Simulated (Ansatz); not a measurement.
Molecular dynamics of BrMgO

Input:

```yaml
crystal:
  periodic: [false, false, false]
  atoms:
    - { symbol: O, position_ang: [-1.749025, 0.572469, -0.888868] }
    - { symbol: Mg, position_ang: [-0.133564, 0.042385, -0.068013] }
    - { symbol: Br, position_ang: [1.882579, -0.614864, 0.95688] }
magnetization:
  spin_polarized: true
  initial_magnetization: 1
basis:
  gaussian: { orbitals: def2-SVP }
hamiltonian:
  xc: pbe
  dispersion: d4
md:
  timestep: 1.0
  n_steps: 195
  ensemble: nvt_langevin
  temperature: 300.0
  initial_velocities: maxwell_boltzmann
  seed: 678483
  friction: 0.02
```

Command:

```bash
$ ansatz run input.yaml --threads 1 --pin off --max-ram 2048MiB --backend cpu --events-out ev --progress --plain --runs-dir out
```

It starts from a relaxed structure.

Output, in part (step lines, the closing report, with atoms numbered from 0):

```
md step     0: t =     0.00 fs  T =   200.0 K  F+E_penalty+E_count = -77510.17407743 eV  E_kin = 0.077556 eV  (503 SCF iters)
[... lines left out ...]
Total energy: -77510.14587785 eV, -2848.4453227472 hartree
Atom 0 at    -1.517721     0.563793    -0.855059 Å, force     0.203567    -0.226858     0.178847 eV/Å
Atom 1 at    -0.091060    -0.233078     0.135051 Å, force     0.033181     0.245677    -0.064698 eV/Å
Atom 2 at     1.905021    -0.756295     1.323876 Å, force    -0.236748    -0.018818    -0.114149 eV/Å
Dipole moment:    -0.076317    -0.209191     0.030647 e Å
```

The steps, from the saved trajectory:

| time (fs) | T (K) | potential energy less start (eV) |
| --- | --- | --- |
| 0.0 | 200 | 0.000 |
| 6.0 | 130 | 0.001 |
| 12.0 | 175 | 0.006 |
| 18.0 | 189 | 0.019 |
| 24.0 | 238 | 0.020 |
| 30.0 | 324 | 0.016 |
| 36.0 | 329 | 0.016 |
| 42.0 | 292 | 0.015 |
| 48.0 | 197 | 0.028 |
| 54.0 | 131 | 0.041 |
| 60.0 | 118 | 0.041 |
| 66.0 | 138 | 0.035 |
| 72.0 | 160 | 0.029 |
| 78.0 | 84 | 0.026 |
| 84.0 | 89 | 0.021 |
| 90.0 | 167 | 0.020 |
| 96.0 | 132 | 0.017 |
| 102.0 | 165 | 0.019 |
| 108.0 | 243 | 0.016 |
| 114.0 | 331 | 0.014 |
| 120.0 | 321 | 0.018 |
| 126.0 | 315 | 0.025 |
| 132.0 | 292 | 0.028 |
| 138.0 | 122 | 0.029 |
| 144.0 | 201 | 0.038 |
| 150.0 | 226 | 0.045 |
| 156.0 | 160 | 0.050 |
| 162.0 | 167 | 0.052 |
| 168.0 | 105 | 0.054 |
| 174.0 | 230 | 0.050 |
| 180.0 | 121 | 0.046 |
| 186.0 | 196 | 0.041 |
| 192.0 | 252 | 0.033 |

All steps were run. The mean temperature of the second half is 29 % below the set value. A run of 0.2 ps of so small a system gives no equilibrium averages.

The same pairs are bonded in the first frame and the last. Pairs count as bonded within 1.25 times the sum of covalent radii (0.12 Å more for H–H).

Last frame:

```xyz
3
Properties=species:S:1:pos:R:3
O -1.518 0.564 -0.855
Mg -0.091 -0.233 0.135
Br 1.905 -0.756 1.324
```

Time of the run: 19 min on 1 CPU thread of a shared host.
